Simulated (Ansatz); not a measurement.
`O=C=[N][Al]([F])[F]`. Charge 0, multiplicity 1.

Cartesian coordinates in Å:
```
O 0.852 -2.156 -1.760
C 0.516 -1.295 -1.056
N 0.171 -0.408 -0.331
Al -0.348 0.878 0.717
F 0.571 2.212 0.906
F -1.760 0.769 1.525
```

Q: What are the harmonic wavenumbers in cm⁻¹ at PBE0-D4/def2-TZVP (Ansatz, finite differences of forces, unscaled)? (Best estimate.)

A: Computed: 33, 69, 232, 237, 288, 542, 642, 654, 845, 955, 1527, 2417.

Q: Is this a minimum?

A: Yes, all 12 modes are real.

Q: Give the ideal-gas thermochemistry at 298.15 K and 1 bar (rigid rotor, harmonic oscillator; point group C2v, symmetry number 2).

A: Zero-point energy 50.5 kJ/mol; H(298) − E = 70.1 kJ/mol; entropy 346.9 J/(mol·K), of which translation 167.1, rotation 110.4, vibration 69.3; G(298) − E = -33.3 kJ/mol. Modes under 100 cm⁻¹ are hindered rotations or soft bends, so the harmonic entropy is rough.

Q: And at 400, 500, 600, 800 and 1000 K?

A: 
```csv
T (K),H − E (kJ/mol),S (J/mol/K),G − E (kJ/mol)
400,79.7,374.4,-70.1
500,89.9,397.2,-108.7
600,100.7,416.9,-149.4
800,123.5,449.6,-236.2
1000,147.4,476.2,-328.8
```
